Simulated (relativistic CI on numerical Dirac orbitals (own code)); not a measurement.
## Se: computed level list

Computed by Dirac-Coulomb-Breit CI, KLI orbitals optimised for each configuration, QED by a radiative potential, valence Slater integrals scaled by 0.85, configuration energies shifted to the measured levels that pair with them (semi-empirical) (own radial code, finite nucleus).

Configurations in the expansion (outside the closed core [Ar] 3d10): 4s2 4p4, 4s2 4p3 5s, 4s2 4p3 5p, 4s2 4p3 4d, 4s2 4p3 6p, 4s 4p5, 4s2 4p3 6s, 4s2 4p3 5d, 4s2 4p3 4f, 4s2 4p2 4d2, 4s2 4p3 6d, 4s2 4p3 5f, 4s2 4p3 5g, 4s2 4p3 6f. Levels of other configurations are missing.

```csv
No.,Configuration,Term,J,E (cm⁻¹),%,Next component (%)
41,4p3(4S°) 5d‡,3D°,2,71819.3,86,5 4s2 4p3 6d 3D°
42,4p3(4S°) 5d‡,3D°,1,71868.3,87,6 4s2 4p3 6d 3D°
43,4p3(4S°) 5d‡,3D°,3,71899.7,87,7 4s2 4p3 6d 3D°
44,4p3(2P°) 5s,3P°,2,72195.2,77,9 4s2 4p3 4d 3P°
45,4p3(4S°) 4f‡,5F,4,72774.3,88,12 3F
46,4p3(4S°) 4f‡,5F,3,72774.4,99,1 3F
47,4p3(4S°) 4f‡,5F,2,72774.6,95,5 3F
48,4p3(4S°) 4f‡,5F,5,72774.9,99,1 3G
49,4p3(4S°) 4f‡,5F,1,72775.1,99,1 3D
50,4p3(4S°) 4f‡,3F,3,72775.1,99,1 1F
51,4p3(4S°) 4f‡,3F,4,72775.4,88,11 5F
52,4p3(4S°) 4f‡,3F,2,72775.8,95,5 5F
53,4p3(2D°) 5p,3D,1,73249.7,64,33 1P
54,4p3(2P°) 5s,1P°,1,73317.3,77,13 4s2 4p3 4d 1P°
55,4p3(2D°) 5p,3D,2,73718.4,57,38 3F
56,4p3(2D°) 5p,3F,2,73856.2,56,39 3D
57,4p3(2D°) 5p,3F,3,73956.9,76,18 1F
58,4p3(4S°) 6d‡,5D°,0,74046.9,97,2 4s2 4p3 5d 5D°
59,4p3(4S°) 6d‡,5D°,1,74047.1,97,2 4s2 4p3 5d 5D°
60,4p3(4S°) 6d‡,5D°,4,74047.1,97,2 4s2 4p3 5d 5D°
61,4p3(4S°) 6d‡,5D°,2,74047.3,97,2 4s2 4p3 5d 5D°
62,4p3(4S°) 6d‡,5D°,3,74047.8,97,2 4s2 4p3 5d 5D°
63,4p3(2D°) 5p,1P,1,74149.1,65,31 3D
64,4p3(2D°) 5p,3D,3,74228.8,95,5 1F
65,4p3(2D°) 5p,3F,4,74447.4,100,
66,4p3(2D°) 5p,1F,3,74511.1,75,21 3F
67,4p3(4S°) 6d‡,3D°,2,74733.3,85,9 4s2 4p3 4d 3D°
68,4p3(4S°) 6d‡,3D°,1,74796.5,87,9 4s2 4p3 4d 3D°
69,4p3(4S°) 6d‡,3D°,3,74807.8,84,11 4s2 4p3 4d 3D°
70,4p3(2D°) 5p,3P,0,75139.3,95,3 1S
71,4p3(2D°) 5p,3P,1,75226.2,92,2 4s2 4p3 6p 3P
72,4p3(2D°) 5p,3P,2,75293.5,91,4 1D
73,4p3(4S°) 5g‡,5G°,4,75312.0,67,32 3G°
74,4p3(4S°) 5g‡,5G°,5,75312.0,89,10 3G°
75,4p3(4S°) 5g‡,5G°,3,75312.0,72,28 3G°
76,4p3(4S°) 5g‡,3G°,4,75312.0,67,32 5G°
77,4p3(4S°) 5g‡,5G°,6,75312.1,99,1 3H°
78,4p3(4S°) 5g‡,3G°,5,75312.1,89,10 5G°
79,4p3(4S°) 5g‡,5G°,2,75312.1,99,1 3F°
80,4p3(4S°) 5g‡,3G°,3,75312.1,72,28 5G°
81,4p3(4S°) 5f‡,5F,5,75322.8,99,1 3G
82,4p3(4S°) 5f‡,5F,4,75322.9,99,1 3F
83,4p3(4S°) 5f‡,5F,3,75322.9,99,1 3F
84,4p3(4S°) 5f‡,5F,2,75323.0,99,1 3D
85,4p3(4S°) 5f‡,5F,1,75323.0,99,1 3D
```

Energies count from the lowest computed level; ° marks odd parity. Percentages are summed over parent terms; the parents shown are those of the largest component, closed shells are left out there. ‡ marks configurations that were not tied to measured data.

The mean weight of the leading LS term, summed over parents, in these 45 levels is 87 %, and that of the leading jj configuration (from the same eigenvectors) 48 %, so LS coupling describes them better.

Configurations whose levels could be paired with our table of measured levels were shifted onto them, all but the ground configuration, by the median error of their levels; single terms can still be off by 1,000 to 2,000 cm⁻¹ or more, and rates follow the energies as ν³ (E1, M1) or ν⁵ (E2). The others borrow a shift and can be off by several thousand cm⁻¹ or more. The fine structure of a lone outer electron comes out too small, for d and f at times inverted, and misplaced configurations move strength between like terms. 28 of the 28 excited levels that our extract of the measured tables holds in this range could be paired (the sources list more); they are missed by 185 cm⁻¹ on average and 1266 at most, after the shifts were fitted to these levels, and levels without a partner can miss by more.
